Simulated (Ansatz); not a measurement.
System: sum formula H6SiN3O (charge 0, doublet). It need not be the lowest isomer of its formula. 
Coordinates optimised at B3LYP-D3(BJ)/def2-TZVP (Ansatz, an electronic-structure program):
```
Si
O 1 1.6263
N 1 1.6975 2 110.25
H 3 1.0052 1 121.95 2 -17.57
H 3 1.0053 4 113.64 1 172.98
N 1 1.7085 2 121.49 3 126.24
H 6 1.0078 1 121.46 2 66.63
H 6 1.0079 7 110.90 1 147.51
N 1 1.7446 2 95.93 3 -119.91
H 9 1.0104 1 117.77 2 66.16
H 9 1.0108 10 110.26 1 143.43
```
Charge 0, spin multiplicity 2.

Total electronic energies in hartree. Cores are frozen in the correlated levels unless marked. Open shells are spin-unrestricted. No spin-orbit coupling. Non-relativistic. Basis-set limits of correlation are two-point, X^-3; Hartree-Fock from the larger set.

| level | program | energy (Eh) |
|---|---|---|
| HF/6-31G* | Ansatz | -530.69899 |
| PBE-D3(BJ)/def2-TZVPD | Ansatz + dftd3 | -532.36623 |
| BLYP-D4/def2-TZVPD | Ansatz + dftd4 | … |
| revPBE/def2-TZVPD | Ansatz | -532.64445 |
| B97M-V/def2-TZVPD | Ansatz | -532.66116 |
| PBE0/6-31G* | Ansatz | … |
| PBE0-D3(BJ)/def2-TZVP | Ansatz + dftd3 | … |
| PBE0-D3(BJ)/def2-TZVPD | Ansatz + dftd3 | -532.39589 |
| PBE0/def2-TZVPD | Ansatz | -532.38863 |
| BHLYP-D3(BJ)/def2-TZVPD | Ansatz + dftd3 | -532.66431 |
| r2SCANh/def2-TZVPD | Ansatz | -532.61880 |
| CAM-B3LYP-D3(BJ)/def2-TZVPD | Ansatz + dftd3 | -532.70352 |
| LC-wPBE/def2-TZVPD | Ansatz | -532.54356 |
| MP2/6-31G | Ansatz | -531.00966 |
| MP2/6-31G* | Ansatz | -531.40673 |
| MP2/cc-pV(D+d)Z | Ansatz | -531.49210 |
| MP2/cc-pwCVTZ | Ansatz | -531.82752 |
| RI-MP2/cc-pV(T+d)Z | Ansatz | -531.80762 |
| SCS-MP2/cc-pV(Q+d)Z | Ansatz | -531.90011 |
| CCSD/cc-pVTZ | Ansatz | -531.83988 |
| CCSD(T)/cc-pV(T+d)Z | Ansatz | -531.88610 |
| CCSD(T)/cc-pwCVTZ | Ansatz | -531.90441 |
| CCSD(T)/CBS(cc-pV(T+d)Z,cc-pV(Q+d)Z) | Ansatz | -532.0285 |

Q: Complete the blanks.

A: 
- BLYP-D4/def2-TZVPD, energy (Eh): -532.74123
- PBE0/6-31G*, energy (Eh): -532.22270
- PBE0-D3(BJ)/def2-TZVP, energy (Eh): -532.39223
